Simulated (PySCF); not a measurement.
## Computed properties of C₃H₈Si, SMILES C=C[SiH2]C

Si(H)2(Me)(vinyl) (C3H8Si), SMILES C[SiH2]C=C. Coordinates come from a B3LYP-D3(BJ)/def2-SVP optimisation. Other conformers were not sampled. All values are computed for the isolated molecule unless a solvent is named; none is compared with measurement here.

**Structure.** All 30 harmonic modes at B3LYP-D3(BJ)/def2-SVP (PySCF) are real, so it is a minimum. With heavy atoms numbered as in [SiH2:1]([CH3:2])[CH:3]=[CH2:4], the shortest bond between them is C3–C4 at 1.340 Å and the longest Si1–C2 at 1.887 Å.

**Vibrations.** The strongest infrared lines (harmonic, unscaled, degenerate partners summed) lie at 912 cm⁻¹ (257 km/mol, H 79 %, Si 12 %, C 9 %), 2196 cm⁻¹ (141 km/mol, H 97 %), 2207 cm⁻¹ (111 km/mol, H 97 %). The softest mode is at 79 cm⁻¹ and the zero-point energy is 60.0 kcal/mol.

**Electronic structure.** PBE0/def2-TZVP (PySCF) places the frontier levels at -7.81 and -0.42 eV, a gap of 7.39 eV, and gives a dipole moment of 0.74 D and a mean polarisability of 64.3 bohr³. PBE/def2-TZVP (PySCF) at the same geometry gives -6.69 and -1.42 eV, so its gap is 2.12 eV narrower. An orbital gap is neither the optical nor the fundamental gap.

**Excitations.** TDDFT-CAM-B3LYP/def2-SVPD (PySCF) has S1 at 6.72 eV (184 nm, f = 0.002, weak); the most intense of the 10 singlets computed lies at 7.13 eV (f = 0.47). T1 (TDA) is at 4.20 eV. TDDFT-PBE/def2-SVPD (PySCF) puts S1 at 6.21 eV. No vertical singlet excitation falls in the visible range (under 3.1 eV).

**NMR.** GIAO shifts at B3LYP/pcSseg-1 (PySCF) (non-relativistic, atoms alike by connectivity averaged): ¹³C from -2.6 to 146.3 ppm against TMS; ¹H from 0.6 to 6.6 ppm against TMS; ²⁹Si at -36.6 ppm against TMS.

**Solvation.** SMD-B3LYP/6-31G* (PySCF) gives 2.8 kcal/mol in water, -1.0 kcal/mol in 2-propanol, -0.9 kcal/mol in methanol (1 M in both phases, gas-phase geometry).
